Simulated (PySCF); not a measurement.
H3Si, charge +1.

```xyz
4

Si     0.0000     0.0000     0.0000
H      1.4722     0.0000     0.0000
H     -0.7361     1.2750     0.0000
H     -0.7361    -1.2750     0.0000
```
Charge +1, spin multiplicity 1.

Coordinates come from a PBE0-D3(BJ)/def2-TZVPD optimisation.

Calculation: KT2/pcSseg-2 run with PySCF. Non-relativistic, no solvent.

Computed absolute GIAO shielding of each atom: isotropic value and principal components (ppm):
```
atom  σ(iso)     σ11     σ22    σ33   span
----  ------  ------  ------  -----  -----
Si1    -10.5  -204.4  -204.4  377.4  581.8
H2      22.8    22.6    22.7   23.1    0.6
H3      22.8    22.6    22.7   23.1    0.6
H4      22.8    22.6    22.7   23.1    0.6
```
